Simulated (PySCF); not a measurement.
**Predicted spectroscopic data**

Calculated, not measured (PySCF): GFN2-xTB structure, shieldings: GIAO PBE0/pcSseg-1. One conformer, one averaged value for each set of equivalent atoms, no solvent model, non-relativistic.

Scale: $^{1}$H and $^{13}$C vs TMS (reference shieldings calculated alike). Splittings of carbon signals by F and P are missing where no couplings were computed. Where no couplings were computed, multiplicities follow the n + 1 count of equivalent neighbours, and m marks all less simple cases (inequivalent or close neighbours, rings, F or P nearby). Shifts are as computed. Against solution values, carbons near 30 ppm lie about +3 ppm off and those near 130 ppm about +5 ppm. Of 1211 compounds with measured shifts, 218 miss one by over three times the rms of a fit or turn the order of signals round; such compounds aren't used in these exercises. OH and NH positions are gas-phase values without hydrogen bonding to other molecules.

**1.** `CC1=C(C)P1CC#N`, C6H8NP. $^{1}$H NMR (600 MHz, computed): δ 2.64 (m, 6H), 1.81 (m, 2H). $^{13}$C{$^{1}$H} NMR (computed): δ 130.8, 120.7, 18.9, 15.5.

**2.** SMILES [H]/N=C1\C=C(C(F)F)CC1, C6H7F2N. $^{1}$H NMR (600 MHz, computed): δ 10.40 (br s, 1H), 6.70 (m, 1H), 5.97 (m, 1H), 2.89 (m, 2H), 2.77 (m, 2H). $^{13}$C{$^{1}$H} NMR (computed): δ 187.1, 166.4, 139.3, 119.1, 33.7, 29.0.
